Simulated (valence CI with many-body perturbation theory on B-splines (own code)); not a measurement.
## Forbidden lines of Yb19+

Method: relativistic CI+MBPT: five valence electrons over a frozen Dirac-Fock core [Kr] 4d10, radial functions for each j: 7 s, 7 p, 7 d, 7 f, 4 g, 2 h, with the one-electron correlation potential Σ1 (screened to all orders), the two-electron term Σ2, the three-electron term Σ3, Breit, model QED; selected single and double excitations, second order for the rest (own B-spline code, finite nucleus).

No measured spectrum was set against this ion. As an estimate, terms of the open shell hold to a few per cent of their energy, and close levels can change places. Core correlation moves these levels by up to 2600 cm⁻¹, and in measured spectra 5 to 20 % of such shifts remained as error; rates that hang on mixing are uncertain with them. Among the levels kept, up to 880 cm⁻¹ of a level comes from second order outside the variational space, and about a tenth of that is noise between levels of different J, which matters for small intervals. Only levels of the ground parity were solved; by the run's estimate the other parity begins above the list, which can be wrong where configurations are misplaced.

Lines 1 to 50 of 120 in falling wavelength, among levels below 72868 cm⁻¹, chosen from the decays that carry over 1 % of a level's rate. Wavelengths and rates use the calculated energies, so an error of 2000 cm⁻¹ moves a line at 21250 Å by 42 % and its rate by three times that or more. Electric multipoles are in the length gauge, E1 and E2 with the static RPA response of the core. S is in atomic units (e²a₀⁴ for E2 and M2, e²a₀⁶ for E3), for M1 in squared Bohr magnetons. Weak lines are less certain than strong ones. Lines between different terms over intervals too small for the method are left out, as are lines whose strength nearly cancels. Where a level lies close to another of its J and parity, the split of strength between their lines is uncertain.

Names give the largest LS component (configuration and term), which can be under half, so a name can repeat, a term be missing and a line seem to break the LS rules; names also repeat where a configuration has a term twice. Letters in brackets count levels of one name in rising energy.

| λ vac (Å) | Upper | Lower | Type | A (s⁻¹) | S (a.u.) |
| --- | --- | --- | --- | --- | --- |
| 26500 | 4f5 4M°_21/2 | 4f5 4M°_19/2 | M1 | 1.35e+00 | 2.05e+01 |
| 24530 | 4f5 4L°_17/2 | 4f5 4L°_15/2 | M1 | 1.14e+00 | 1.12e+01 |
| 23670 | 4f5 6H°_15/2 | 4f5 6H°_13/2 | M1 | 3.10e+00 | 2.44e+01 |
| 23130 | 4f5 6F°_7/2 | 4f5 6F°_5/2 | M1 | 5.87e+00 | 2.15e+01 |
| 21250 | 4f5 4F°_3/2 | 4f5 4G°_5/2 [a] | M1 | 2.30e+00 | 3.27e+00 |
| 21040 | 4f5 6H°_13/2 | 4f5 6H°_11/2 | M1 | 8.02e+00 | 3.87e+01 |
| 19830 | 4f5 4L°_13/2 [a] | 4f5 4M°_15/2 [a] | M1 | 1.20e+00 | 4.87e+00 |
| 19660 | 4f5 6H°_11/2 | 4f5 6H°_9/2 | M1 | 1.27e+01 | 4.29e+01 |
| 19220 | 4f5 6F°_9/2 | 4f5 6F°_7/2 | M1 | 8.19e+00 | 2.15e+01 |
| 19170 | 4f5 6H°_7/2 | 4f5 6H°_5/2 | M1 | 1.12e+01 | 2.35e+01 |
| 18910 | 4f5 6H°_9/2 | 4f5 6H°_7/2 | M1 | 1.50e+01 | 3.76e+01 |
| 18630 | 4f5 6F°_11/2 | 4f5 6F°_9/2 | M1 | 5.16e+00 | 1.48e+01 |
| 16800 | 4f5 4M°_19/2 | 4f5 4M°_17/2 | M1 | 8.08e+00 | 2.84e+01 |
| 16570 | 4f5 4H°_11/2 | 4f5 4G°_9/2 | M1 | 4.68e+00 | 9.48e+00 |
| 15130 | 4f5 6P°_3/2 | 4f5 4P°_5/2 | M1 | 7.16e+00 | 3.68e+00 |
| 14580 | 4f5 4D°_7/2 | 4f5 4F°_5/2 | M1 | 2.15e+00 | 1.97e+00 |
| 13090 | 4f5 4M°_15/2 [b] | 4f5 4L°_13/2 [a] | M1 | 1.16e+01 | 1.54e+01 |
| 11640 | 4f5 4M°_17/2 | 4f5 4M°_15/2 [a] | M1 | 2.03e+01 | 2.13e+01 |
| 11540 | 4f5 4G°_9/2 | 4f5 4G°_7/2 [a] | M1 | 2.26e+01 | 1.29e+01 |
| 11180 | 4f5 4L°_17/2 | 4f5 4M°_15/2 [b] | M1 | 1.27e+01 | 1.19e+01 |
| 11160 | 4f5 4L°_15/2 | 4f5 4M°_17/2 | M1 | 4.52e+00 | 3.73e+00 |
| 10730 | 4f5 4G°_7/2 [a] | 4f5 4G°_5/2 [a] | M1 | 3.02e+01 | 1.11e+01 |
| 8554 | 4f5 6F°_7/2 | 4f5 6H°_9/2 | M1 | 7.74e-01 | 1.44e-01 |
| 8518 | 4f5 4L°_13/2 [b] | 4f5 4K°_11/2 | M1 | 3.02e+01 | 9.67e+00 |
| 8469 | 4f5 6F°_9/2 | 4f5 6H°_11/2 | M1 | 4.73e-01 | 1.07e-01 |
| 8449 | 4f5 4L°_13/2 [b] | 4f5 4L°_13/2 [a] | M1 | 3.16e+01 | 9.90e+00 |
| 8306 | 4f5 4D°_7/2 | 4f5 4P°_5/2 | M1 | 1.92e+01 | 3.26e+00 |
| 8050 | 4f5 6F°_11/2 | 4f5 6H°_13/2 | M1 | 2.11e-01 | 4.89e-02 |
| 7994 | 4f5 4L°_15/2 | 4f5 4L°_13/2 [a] | M1 | 8.43e+00 | 2.56e+00 |
| 7901 | 4f5 6F°_5/2 | 4f5 6H°_7/2 | M1 | 6.38e-01 | 7.00e-02 |
| 7886 | 4f5 4M°_15/2 [b] | 4f5 4M°_15/2 [a] | M1 | 4.18e+01 | 1.21e+01 |
| 7671 | 4f5 4L°_17/2 | 4f5 4M°_17/2 | M1 | 8.89e+00 | 2.68e+00 |
| 7474 | 4f5 4P°_5/2 | 4f5 4G°_5/2 [a] | M1 | 3.21e+01 | 2.98e+00 |
| 7336 | 4f5 4I°_11/2 | 4f5 4K°_11/2 | M1 | 1.96e+01 | 3.45e+00 |
| 7219 | 4f5 4F°_5/2 | 4f5 4F°_3/2 | M1 | 7.58e+01 | 6.34e+00 |
| 7206 | 4f5 4G°_5/2 [a] | 4f5 6F°_7/2 | M1 | 1.11e+01 | 9.25e-01 |
| 6987 | 4f5 4I°_11/2 | 4f5 4I°_9/2 | M1 | 5.68e+01 | 8.62e+00 |
| 6906 | 4f5 4H°_11/2 | 4f5 4K°_11/2 | M1 | 1.20e+01 | 1.75e+00 |
| 6860 | 4f5 4H°_11/2 | 4f5 4L°_13/2 [a] | M1 | 1.49e+00 | 2.15e-01 |
| 6833 | 4f5 2P°_1/2 | 4f5 4F°_3/2 | M1 | 3.80e+00 | 8.98e-02 |
| 6595 | 4f5 4H°_11/2 | 4f5 4I°_9/2 | M1 | 3.18e+00 | 4.05e-01 |
| 6544 | 4f5 6P°_3/2 | 4f5 4F°_3/2 | M1 | 4.50e+00 | 1.87e-01 |
| 6287 | 4f5 4M°_15/2 [a] | 4f5 6H°_15/2 | M1 | 1.91e+01 | 2.81e+00 |
| 6211 | 4f5 4D°_7/2 | 4f5 4G°_7/2 [a] | M1 | 2.96e+01 | 2.10e+00 |
| 6111 | 4f5 4K°_13/2 | 4f5 4K°_11/2 | M1 | 4.82e+00 | 5.71e-01 |
| 6076 | 4f5 4K°_13/2 | 4f5 4L°_13/2 [a] | M1 | 3.43e+00 | 3.99e-01 |
| 5946 | 4f5 6F°_1/2 | 4f5 6H°_5/2 | E2 | 2.26e-03 | 3.00e-02 |
| 5920 | 4f5 6F°_9/2 | 4f5 6H°_9/2 | M1 | 1.09e+00 | 8.42e-02 |
| 5902 | 4f5 6F°_3/2 | 4f5 6H°_5/2 | M1 | 3.12e+00 | 9.51e-02 |
| 5889 | 4f5 6F°_7/2 | 4f5 6H°_7/2 | M1 | 4.06e+00 | 2.46e-01 |
